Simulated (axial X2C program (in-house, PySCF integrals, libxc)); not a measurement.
## Outer orbitals of ZrO⁻ at 1.744 Å, B97-3

All values were computed with an in-house all-electron X2C program for linear molecules (integrals from PySCF). Spin-free means the one-electron spin-free X2C Hamiltonian; two-component (2c) means X2C with spin–orbit coupling and atomic mean-field two-electron Coulomb and Gaunt terms, so the difference of the two also holds small scalar two-electron terms. Basis: Zr dyall-acv3z [12s13p10d6f3g], O dyall-av3z [7s6p3d2f] (cores contracted in-house); Gaussian nuclei, density fitting, unrestricted open shells. Masses: Zr 89.905 u, O 15.995 u.

The distance is close to the 2c PBE0 minimum; the highest filled and lowest empty levels are listed.

Spin-free orbitals, state M_S = 1/2, Λ = 2 (beyond evenly filled blocks: δ+α) (Löwdin shares):

| symmetry | occupied | ε (eV) | atomic character |
| --- | --- | --- | --- |
| σα | yes | -30.30 | 85% Zr p, 7% O s, 4% O p |
| σβ | yes | -30.11 | 84% Zr p, 7% O s, 4% O p |
| π+α | yes | -29.76 | 97% Zr p |
| π-α | yes | -29.23 | 97% Zr p |
| π+β | yes | -28.59 | 97% Zr p |
| π-β | yes | -28.59 | 97% Zr p |
| σβ | yes | -18.76 | 65% O s, 12% Zr p, 11% Zr d |
| σα | yes | -18.68 | 65% O s, 12% Zr p, 11% Zr d |
| π+β | yes | -4.13 | 73% O p, 19% Zr d, 4% Zr f |
| π-β | yes | -4.13 | 73% O p, 19% Zr d, 4% Zr f |
| σα | yes | -4.13 | 69% O p, 22% Zr d, 4% Zr p |
| σβ | yes | -4.12 | 70% O p, 20% Zr d, 4% Zr p |
| π+α | yes | -4.10 | 71% O p, 21% Zr d, 3% Zr f |
| π-α | yes | -4.09 | 72% O p, 20% Zr d, 4% Zr f |
| σα | yes | -0.11 | 72% Zr s, 9% Zr p, 8% O p |
| σβ | yes | 0.22 | 73% Zr s, 14% Zr p, 6% O p |
| δ+α | yes | 0.33 | 98% Zr d |
| π+β | no | 1.71 | 100% Zr p |
| π-β | no | 1.71 | 100% Zr p |
| σβ | no | 1.74 | 99% Zr p |
| π+α | no | 1.86 | 99% Zr p |
| π-α | no | 1.86 | 99% Zr p |

The highest filled level is positive, so this functional does not bind it, and the empty levels of an anion are set by the basis.

Spinors with spin–orbit coupling (state Ω = 3/2):

| ω | occupied | ε (eV) | atomic character | λ mixture |
| --- | --- | --- | --- | --- |
| 1/2 | yes | -30.96 | 92% Zr p, 3% O s, 2% O p | 57% π, 43% σ |
| -1/2 | yes | -30.65 | 88% Zr p, 5% O s, 4% O p | 80% σ, 20% π |
| 1/2 | yes | -29.42 | 89% Zr p, 5% O s, 3% O p | 57% σ, 43% π |
| -1/2 | yes | -28.75 | 94% Zr p | 80% π, 20% σ |
| -3/2 | yes | -28.61 | 97% Zr p | 100% π |
| 3/2 | yes | -27.96 | 97% Zr p | 100% π |
| 1/2 | yes | -18.74 | 65% O s, 12% Zr p, 11% Zr d | 100% σ |
| -1/2 | yes | -18.67 | 65% O s, 12% Zr p, 11% Zr d | 100% σ |
| -1/2 | yes | -4.15 | 72% O p, 19% Zr d, 3% Zr f | 84% π, 16% σ |
| 1/2 | yes | -4.13 | 71% O p, 20% Zr d, 3% Zr p | 57% σ, 43% π |
| -1/2 | yes | -4.12 | 69% O p, 21% Zr d, 4% Zr p | 84% σ, 16% π |
| 3/2 | yes | -4.11 | 73% O p, 19% Zr d, 4% Zr f | 100% π |
| 1/2 | yes | -4.10 | 71% O p, 20% Zr d, 3% Zr p | 57% π, 43% σ |
| -3/2 | yes | -4.07 | 72% O p, 20% Zr d, 4% Zr f | 100% π |
| -1/2 | yes | -0.10 | 72% Zr s, 9% Zr p, 8% O p | 100% σ |
| 1/2 | yes | 0.23 | 73% Zr s, 14% Zr p, 6% O p | 100% σ |
| 3/2 | yes | 0.29 | 98% Zr d | 100% δ |
| -1/2 | no | 1.71 | 100% Zr p | 100% π |
| 3/2 | no | 1.71 | 100% Zr p | 100% π |
| 1/2 | no | 1.74 | 99% Zr p | 100% σ |
| 1/2 | no | 1.85 | 99% Zr p | 100% π |
| -3/2 | no | 1.85 | 99% Zr p | 100% π |

The highest filled level is positive, so this functional does not bind it, and the empty levels of an anion are set by the basis.

How does the gap between the highest filled and lowest empty level change from the spin-free to the 2c table?

From 1.38 to 1.42 eV at B97-3, a change of 0.04 eV.

Mulliken charges and populations of the two-component result (they depend on the basis, above all on diffuse functions):

Zr -0.25 e (s 9.78 p 18.17 d 12.24 f 0.06 g 0.01), O -0.75 e (s 3.89 p 4.80 d 0.05 f 0.01). ⟨Lz⟩ = 2.00 ħ and ⟨Sz⟩ = -0.50 ħ (-0.54 and 0.04 on the two atoms), which add up to Ω.

The state is one determinant whose occupation by symmetry is held fixed; it was picked as the lowest of a PBE0 search that is not exhaustive. Density functionals use the spin component along the axis (collinear). Without a current term, density functionals place determinants with orbital angular momentum somewhat too high. The highest occupied level of some functionals is positive through self-interaction error; at Hartree–Fock it is bound.
